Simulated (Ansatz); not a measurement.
AlClH7NSi2 (`[SiH3][N]([SiH3])[AlH][Cl]`) from Hartree–Fock to CCSD(T)

```xyz
12

Si    1.086    0.063   -1.223
N    -0.151   -0.013    0.005
Si    0.362    0.080    1.662
Al   -1.873   -0.181   -0.413
Cl   -2.307   -0.279   -2.460
H     2.397    0.205   -0.530
H     1.111   -1.173   -2.046
H     0.890    1.231   -2.119
H     1.282   -1.036    2.007
H    -0.846   -0.004    2.525
H     1.067    1.361    1.938
H    -3.018   -0.254    0.654
```

Total charge 0; spin multiplicity 1. The geometry is a stationary point of PBE0-D4/def2-TZVP. It is one conformer, not always the lowest. Frozen core, restricted reference, the Gaussian-basis code of Ansatz. CBS rows extrapolate triple and quadruple zeta; past MP2 they add the triple-zeta difference.

| basis | HF (Eh) | MP2 corr. | CCSD corr. | (T) | CCSD(T) total |
| --- | --- | --- | --- | --- | --- |
| def2-SVP | -1337.51560 | -0.56193 | -0.62943 | -0.01576 | -1338.16079 |
| def2-TZVPP | -1338.03519 | -0.72687 | -0.79436 | -0.03031 | -1338.85986 |
| def2-QZVPP | -1338.07674 | -0.78591 | – | – | – |
| CBS(def2) | ? | -0.82964 | ? | as TZ | ? |
| cc-pV(D+d)Z | -1337.98077 | -0.57214 | -0.64188 | ? | ? |
| cc-pV(T+d)Z | -1338.05663 | ? | -0.79383 | -0.03029 | ? |
| cc-pV(Q+d)Z | -1338.07492 | -0.78491 | – | – | – |
| CBS(cc) | -1338.08044 | -0.82646 | -0.89375 | as TZ | -1339.00448 |

Fill in the withheld values. (Estimate.)

Computed: CBS(def2) HF (Eh): -1338.08247; CBS(def2) CCSD corr.: -0.89713; CBS(def2) CCSD(T) total: -1339.00991; cc-pV(D+d)Z (T): -0.01672; cc-pV(D+d)Z CCSD(T) total: -1338.63937; cc-pV(T+d)Z MP2 corr.: -0.72654; cc-pV(T+d)Z CCSD(T) total: -1338.88075.
